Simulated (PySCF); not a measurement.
Species: CHBF2S.
Numbering: `[F:1][B:2]([F:3])[CH:4]=[S:5]` (hydrogens: H6 on C4)

Level of theory: PBE0-D3(BJ)/def2-SVP geometry optimisation, gas phase in PySCF 2.14.0.

Question: Give the optimised bond lengths and angles.

Answer: 
| bond | length (Å) |
| --- | --- |
| F1–B2, B2–F3 | 1.314 |
| B2–C4 | 1.574 |
| C4=S5 | 1.618 |
| C4–H6 | 1.103 |

Bonds in one row agree within 0.01 Å and their mean is given. A selection of angles:
| angle | degrees |
| --- | --- |
| F1–B2–F3 | 118.1 |
| F1–B2–C4 | 121.8 |
| F3–B2–C4 | 120.1 |
| B2–C4–S5 | 122.7 |
| B2–C4–H6 | 117.6 |
| S5–C4–H6 | 119.7 |

Torsions: F1–B2–C4–S5 4° (synperiplanar). The mirror-image conformer, all signs reversed, is as good.

B2 (three-coordinate boron) is planar (angles 121.8°, 120.1° and 118.1°, sum 360.0°, 0.00 Å off the plane of its three neighbours).

Point group: near Cs, missed by 0.11 Å at most; the miss may be what the optimiser left on a soft mode. No frequency check.
